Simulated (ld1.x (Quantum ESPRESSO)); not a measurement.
## Varying the RRKJ potential for Ti (Z = 22)

Base potential:

```json
{"Element": "Ti", "Generator": "ld1.x (Quantum ESPRESSO) 7.5", "Type": "norm-conserving RRKJ (Kleinman–Bylander form)", "Functional": "LDA (PZ)", "Relativity": "scalar-relativistic", "Frozen core": "[Ne]", "Valence charge": "12", "Reference configuration": "3s2 3p6 3d2 4s1.75 4p0.25", "Partial waves": "3p (bound): rc 1.70 bohr; 3d (bound): rc 1.55 bohr; 3s (bound): rc 1.30 bohr", "Local potential": "the s channel", "Core correction": "Bessel-smoothed model core inside 1.00 bohr", "rho0": "0.02"}
```

Occupied shells without a wave of their own: 4p, 4s. They enter only through the test configuration that unscreens the potential, and ld1.x also counts them in the model core charge.

All-electron outer shells of the reference configuration (LDA (PZ), scalar-relativistic, ld1.x):

```json
{"shell": "2s", "level (eV)": "-535.81", "outermost node (bohr)": "0.09", "outermost maximum (bohr)": "0.27"}
{"shell": "2p", "level (eV)": "-444.32", "outermost node (bohr)": "–", "outermost maximum (bohr)": "0.22"}
{"shell": "3s", "level (eV)": "-62.61", "outermost node (bohr)": "0.40", "outermost maximum (bohr)": "0.87"}
{"shell": "3p", "level (eV)": "-39.13", "outermost node (bohr)": "0.37", "outermost maximum (bohr)": "0.90"}
{"shell": "4s", "level (eV)": "-4.81", "outermost node (bohr)": "1.24", "outermost maximum (bohr)": "2.88"}
{"shell": "3d", "level (eV)": "-4.79", "outermost node (bohr)": "–", "outermost maximum (bohr)": "0.97"}
{"shell": "4p", "level (eV)": "-1.71", "outermost node (bohr)": "1.39", "outermost maximum (bohr)": "3.80"}
```

Cutoffs, loose and tight: the cutoffs (Ry, on a coarse ladder) from which the occupation-weighted sum of valence levels, in a spherical-Bessel basis at the reference potential, stays within 10 and 1 mRy of its value at 400 Ry. They do not see the model core or the augmentation charge, which bear on the density cutoff. Test errors are all-electron minus pseudo excitation energies from the reference, over the configurations 3s2 3p6 3d2 4s2 4p0; 3s2 3p6 3d2 4s1 4p0; 3s2 3p6 3d2 4s0 4p0; 3s2 3p6 3d2 4s0 4p1; 3s2 3p6 3d2 4s1 4p1; 3s2 3p6 3d0 4s0 4p0; 3s2 3p6 3d1 4s2 4p1 (two spin-polarised tests are not counted in the largest error). A dash means not determined; rows that change the core or the reference have their own tests.

With those shells counted twice in exchange and correlation these files are broken, and their errors move erratically; no question is asked of them.

```csv
change,outcome,"cutoff, loose","cutoff, tight",bound ghosts,largest test error (meV)
base,"generated, misses its reference levels by 0.18 eV",80 Ry,110 Ry,none,-2260
wave 3s (bound): rc 1.30 bohr becomes 3s (bound): rc 0.82 bohr,generated,140 Ry,260 Ry,none,-1256
wave 3s (bound): rc 1.30 bohr becomes 3s (bound): rc 0.98 bohr,generated,120 Ry,230 Ry,none,-1269
wave 3s (bound): rc 1.30 bohr becomes 3s (bound): rc 1.18 bohr,generated,100 Ry,140 Ry,none,-1671
wave 3s (bound): rc 1.30 bohr becomes 3s (bound): rc 1.34 bohr,"generated, misses its reference levels by 0.21 eV",70 Ry,100 Ry,none,-2469
wave 3s (bound): rc 1.30 bohr becomes 3s (bound): rc 1.44 bohr,"generated, misses its reference levels by 0.33 eV",70 Ry,90 Ry,none,-3272
wave 3s (bound): rc 1.30 bohr becomes 3s (bound): rc 1.66 bohr,"generated, misses its reference levels by 0.71 eV",60 Ry,70 Ry,none,-5760
wave 3s (bound): rc 1.30 bohr becomes 3s (bound): rc 1.82 bohr,"generated, misses its reference levels by 1.06 eV",60 Ry,70 Ry,none,-7872
wave 3s (bound): rc 1.30 bohr becomes 3s (bound): rc 1.90 bohr,"generated, misses its reference levels by 1.15 eV",60 Ry,70 Ry,none,-8400
```

Reading the sweep of the s radius (base included, trends over the rows without a ghost): The loose cutoff falls from 140 Ry at 0.82 to 60 Ry at 1.9 bohr. A larger radius leaves more room for a smooth pseudo-wave, so fewer plane waves are needed; a smaller one forces it to follow the all-electron wave where it bends sharply. The median size of the test errors (rows with all tests solved) rises from 172.9 meV at 0.82 to 1338.3 meV at 1.9 bohr. More of the atom is replaced by a form fitted at one configuration, so other configurations suffer as the radius grows.
